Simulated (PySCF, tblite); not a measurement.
One entry of a table of gas-phase calculations, keyed by method. Lists by class give the value and the number of equivalent atoms.

```json
{
 "formula": "C8H6FPS",
 "smiles": "FC1=Cc2ccccc2[P@@H]1=S",
 "inchi": "InChI=1S/C8H6FPS/c9-8-5-6-3-1-2-4-7(6)10(8)11/h1-5,10H",
 "charge": 0,
 "multiplicity": 1,
 "geometry_level": "GFN2-xTB",
 "atoms_angstrom": [
  ["F", -3.598, 0.901, -0.751],
  ["C", -2.34, 0.565, -0.465],
  ["C", -1.265, 1.317, -0.728],
  ["C", -0.013, 0.708, -0.311],
  ["C", 1.255, 1.249, -0.451],
  ["C", 2.354, 0.527, -0.007],
  ["C", 2.2, -0.725, 0.566],
  ["C", 0.935, -1.28, 0.711],
  ["C", -0.16, -0.559, 0.282],
  ["P", -1.908, -1.052, 0.285],
  ["S", -2.447, -2.686, -0.583],
  ["H", -1.299, 2.285, -1.201],
  ["H", 1.384, 2.223, -0.899],
  ["H", 3.343, 0.946, -0.115],
  ["H", 3.067, -1.276, 0.897],
  ["H", 0.805, -2.26, 1.146],
  ["H", -2.321, -0.872, 1.614]
 ],
 "electronic_structure_code": "PySCF",
 "results": {
  "GFN2-xTB geometry": {
   "point_group": "C1",
   "rotational_constants_GHz": [1.415, 0.682, 0.485]
  },
  "PBE0/pcSseg-1 ground state and GIAO shieldings, non-relativistic": {
   "dipole_D": 4.94,
   "homo_eV": -6.87,
   "lumo_eV": -2.11,
   "shift_vs_computed_TMS_C_by_class_ppm": [
    [178.3, 1],
    [144.3, 1],
    [138.4, 1],
    [136.8, 1],
    [136.1, 1],
    [133.7, 1],
    [129.5, 1],
    [125.2, 1]
   ],
   "shift_vs_computed_TMS_H_by_class_ppm": [
    [8.01, 1],
    [7.91, 1],
    [7.72, 1],
    [7.61, 1],
    [7.46, 1],
    [6.69, 1]
   ],
   "shielding_other_nuclei_by_class_ppm": [
    ["F", 303.4, 1],
    ["P", 337.9, 1],
    ["S", 814.3, 1]
   ],
   "charges_hirshfeld_e_by_atom": [-0.07, 0.04, -0.06, 0.0, -0.05, -0.03, -0.04, -0.03, -0.06, 0.3, -0.3, 0.07, 0.06, 0.06, 0.06, 0.06, 0.01]
  },
  "GFN2-xTB harmonic vibrations, gas phase": {
   "strongest_ir_bands_cm-1_km_per_mol_modes": [
    [870.6, 141.7, 1],
    [884.1, 49.9, 1],
    [1119.3, 76.0, 1],
    [1189.5, 81.1, 1],
    [1616.6, 77.6, 1],
    [2167.1, 183.3, 1]
   ],
   "zpe_kcal_per_mol": 70.8
  }
 }
}
```

The dipole matches unit charges of opposite sign 1.03 Å apart (1 e·Å = 4.8032 D). A dipole of 4.94 D is allowed in C1, and pure rotational transitions are dipole-allowed. The rotational constants make it an asymmetric top with κ = (2B − A − C)/(A − C) = -0.58, nearer the prolate limit (−1). With B = h/(8π²I), that is 505.379 GHz u Å² over I, the principal moments of inertia are 357.2, 740.6 and 1042.2 u Å² (most abundant isotopes); the inertial defect Ic − Ia − Ib is -55.6 u Å² (zero for a rigid planar frame, negative otherwise).

For the vibration job (GFN2-xTB), time: 1.4 s. Hardware: Arm Neoverse N1, one thread, no GPU, shared host with 64 logical CPUs at a one-minute load of 34.
